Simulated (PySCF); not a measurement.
Job for PySCF: D3(BJ) and D4 dispersion corrections on CH7GeN (SMILES [CH3][GeH2][NH2]).

```python
from pyscf import gto
from pyscf.dispersion import dftd3, dftd4

mol = gto.M(
    atom='''
    C    -1.45677322    0.20017188    0.19385264
    Ge    0.25910274   -0.42947179   -0.50796510
    N     1.57897831    0.18467783    0.64712552
    H    -2.27941899   -0.16073590   -0.42342439
    H    -1.48200893    1.29025995    0.19992684
    H    -1.59061199   -0.15911230    1.21338305
    H     0.36779213   -1.96647492   -0.48745218
    H     0.43619366    0.05909679   -1.97097870
    H     1.67286097    1.19253141    0.66333823
    H     2.49388533   -0.21094296    0.47219409
    ''',
    basis='def2-svp',
    charge=0, spin=0, verbose=0, max_memory=1800)
d3, d4 = {}, {}
for xc in ['hf', 'pbe', 'blyp', 'revpbe', 'tpss', 'r2scan', 'b3lyp', 'pbe0', 'bhlyp', 'camb3lyp', 'b2plyp']:
    d3[xc] = float(dftd3.DFTD3Dispersion(mol, xc=xc, version='d3bj', atm=False).get_dispersion()['energy'])
    print(f'D3(BJ) {xc:10s} {d3[xc]:14.8f} Eh')
for xc in ['hf', 'pbe', 'blyp', 'revpbe', 'tpss', 'r2scan', 'b3lyp', 'pbe0', 'bhlyp', 'camb3lyp', 'b2plyp']:
    d4[xc] = float(dftd4.DFTD4Dispersion(mol, xc={'camb3lyp': 'cam-b3lyp'}.get(xc, xc), atm=True).get_dispersion()['energy'])
    print(f'D4     {xc:10s} {d4[xc]:14.8f} Eh')
```

The log:

```
D3(BJ) hf            -0.05038086 Eh
D3(BJ) pbe           -0.00602552 Eh
D3(BJ) blyp          -0.01298111 Eh
D3(BJ) revpbe        -0.01501492 Eh
D3(BJ) tpss          -0.00760906 Eh
D3(BJ) r2scan        -0.00166756 Eh
D3(BJ) b3lyp         -0.01067223 Eh
D3(BJ) pbe0          -0.00524509 Eh
D3(BJ) bhlyp         -0.00859122 Eh
D3(BJ) camb3lyp      -0.00479093 Eh
D3(BJ) b2plyp        -0.00506174 Eh
D4     hf            -0.02046335 Eh
D4     pbe           -0.00570258 Eh
D4     blyp          -0.01259049 Eh
D4     revpbe        -0.01764526 Eh
D4     tpss          -0.00768063 Eh
D4     r2scan        -0.00138246 Eh
D4     b3lyp         -0.00917955 Eh
D4     pbe0          -0.00478383 Eh
D4     bhlyp         -0.00693223 Eh
D4     camb3lyp      -0.00482306 Eh
D4     b2plyp        -0.00395501 Eh
```

The run finished.

Cost: very roughly 0.010 core-seconds.
